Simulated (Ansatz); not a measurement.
Species: sum formula SnCl3F, charge 0, multiplicity 1. 
Coordinates optimised at B3LYP-D3(BJ)/def2-TZVP (Ansatz, a first-principles code):
```
Sn
F 1 1.9063
Cl 1 2.3005 2 107.33
Cl 1 2.3005 2 107.33 3 -120.00
Cl 1 2.3005 2 107.33 4 -120.00
```
Charge 0, spin multiplicity 1.

Total electronic energies in hartree. Cores are frozen in the correlated levels unless marked. Spin-orbit coupling is left out. The frozen core is the preceding noble-gas configuration, with the filled d and f shells of earlier blocks. Past Kr the def2 sets carry scalar-relativistic core potentials. CBS marks a two-point X^-3 extrapolation of the correlation energy; Hartree-Fock from the larger set.

| level | program | energy (Eh) |
|---|---|---|
| HF/def2-TZVPP | Ansatz | -1691.54826 |
| RI-HF/def2-TZVPP | Ansatz | -1691.54807 |
| RI-HF/def2-QZVPP | Ansatz | -1691.59532 |
| PBE-D3(BJ)/def2-TZVPD | Ansatz + dftd3 | -1694.35185 |
| r2SCAN-D4/def2-TZVPD | Ansatz + dftd4 | -1694.95839 |
| B97M-V/def2-TZVPD | Ansatz | -1694.61563 |
| PBE0/def2-SVP | Ansatz | -1693.83716 |
| PBE0/def2-TZVP | Ansatz | -1694.45816 |
| BHLYP-D4/def2-TZVPD | Ansatz + dftd4 | -1694.90629 |
| HSE06-D3(BJ)/def2-TZVPD | Ansatz + dftd3 | -1694.43765 |
| CAM-B3LYP-D3(BJ)/def2-TZVPD | Ansatz + dftd3 | -1695.01190 |
| B2GP-PLYP-D3(BJ)/def2-TZVPD | Ansatz + dftd3 | -1694.07319 |
| B2PLYP-D4/def2-TZVPD | Ansatz + dftd4 | -1694.29442 |
| RPA@PBE/def2-QZVPP | Ansatz | -1693.13433 |
| MP2/def2-TZVPPD | Ansatz | -1692.46810 |
| MP2/def2-QZVPPD | Ansatz | -1692.60040 |
| MP2/CBS(def2-TZVPPD,def2-QZVPPD) | Ansatz | -1692.6638 |
| SCS-MP2/def2-TZVPP | Ansatz | -1692.43742 |
| CCSD/def2-TZVPPD | Ansatz | -1692.51166 |
| CCSD(T)/def2-SVPD | Ansatz | -1691.72526 |
| CCSD(T)/def2-QZVPPD | Ansatz | -1692.68436 |
| CCSD(T)/CBS(def2-TZVPP,def2-QZVPP) | Ansatz | -1692.7518 |
| CCSD(T)/CBS(def2-TZVPPD,def2-QZVPPD) | Ansatz | -1692.7482 |

Totals of different functionals don't rank their quality; only differences between species are comparable.
